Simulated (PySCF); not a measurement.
Run record: geometry optimisation, `[GeH3][SiH2][SiH2]C1=CC=NC=C1`.

Computed with PBE0-D3(BJ)/def2-SVP geometry optimisation, gas phase (PySCF 2.14.0). Start geometry: GFN2-xTB. The command runs a driver script over a list of jobs; the input below is this job's line of settings and its coordinates in Å.

Command:
```bash
OMP_NUM_THREADS=1 python probes_run.py task.json out
```

Input:
```
{"job": {"xc": "PBE0", "basis": "def2-SVP", "d3": "d3bj", "grid": 1, "shake": 0.01, "kind": "geom"}, "charge": 0, "multiplicity": 1}
Ge     2.629950    -0.381530     1.349980
Si     2.089000     1.514500     0.036060
Si     0.291550     1.113290    -1.407670
C     -0.919480     0.094860    -0.437130
C     -2.168720     0.610550    -0.010610
C     -3.019340    -0.165740     0.756980
N     -2.726260    -1.416980     1.107540
C     -1.570600    -1.919440     0.693300
C     -0.672750    -1.214880    -0.045700
H      3.755200    -0.209830     2.312030
H      1.487780    -0.852070     2.232580
H      2.997700    -1.580810     0.570210
H      3.268950     1.923800    -0.716730
H      1.803950     2.640360     0.957550
H      0.672360     0.312840    -2.582370
H     -0.384530     2.329570    -1.872220
H     -2.440680     1.640650    -0.257090
H     -3.976670     0.214150     1.115650
H     -1.396350    -2.953890     1.004660
H      0.227920    -1.684010    -0.371030
```

Problem. Estimate the output.

Solution. 
```
step   0  E = -2906.46786167  max force = 0.031692
step   1  E = -2906.47747245  max force = 0.006930
step   2  E = -2906.47822754  max force = 0.002548
step   3  E = -2906.47795334  max force = 0.005908
step   4  E = -2906.47821202  max force = 0.003096
step   5  E = -2906.47835087  max force = 0.000617
step   6  E = -2906.47838581  max force = 0.000382
step   7  E = -2906.47842558  max force = 0.000459
step   8  E = -2906.47847445  max force = 0.000454
step   9  E = -2906.47853814  max force = 0.000502
step  10  E = -2906.47861683  max force = 0.000635
step  11  E = -2906.47870385  max force = 0.000625
step  12  E = -2906.47877268  max force = 0.000274
step  13  E = -2906.47879773  max force = 0.000305
step  14  E = -2906.47881366  max force = 0.000229
step  15  E = -2906.47882539  max force = 0.000121
optimisation converged
```

Energies in Eh; «max force» is the largest Cartesian gradient component in Eh/bohr.

Problem. Give the first gradient maximum in eV/Å.

Solution. With 1 Eh/bohr = 51.422 eV/Å, 1.630 eV/Å.

Problem. At which steps does the energy rise by more than 1e-5 Eh?

Solution. At step 3 (+0.27 mEh).

In short: final energy -2906.47883 Eh after 15 steps; dipole 1.63 D.

Problem. Give the final coordinates.

Solution. 0.411 Å rms from the input after alignment:
```
atom  x, y, z in Å
Ge1    2.6092    0.0525    1.5941
Si2    2.1747    1.9612    0.2311
Si3    0.5060    1.3221   -1.2882
C4    -0.7565    0.3631   -0.2676
C5    -1.7180    1.0221    0.5098
C6    -2.5676    0.2736    1.3234
N7    -2.5191   -1.0531    1.4133
C8    -1.6086   -1.6859    0.6791
C9    -0.7130   -1.0334   -0.1688
H10    3.8677    0.2499    2.4598
H11    1.4035   -0.2132    2.5126
H12    2.8213   -1.1851    0.6995
H13    3.4203    2.4124   -0.4658
H14    1.6726    3.0808    1.0895
H15    1.0878    0.4182   -2.3274
H16   -0.1458    2.4952   -1.9471
H17   -1.8131    2.1116    0.4895
H18   -3.3258    0.7772    1.9348
H19   -1.5843   -2.7786    0.7658
H20    0.0097   -1.6187   -0.7440
```

Time: 14 min; peak memory 1.2 GiB. Hardware: one thread, Arm Neoverse N1 (aarch64), no GPU, shared host.
Labels such as C1 count atoms from 1, the log's own numbers from 0.
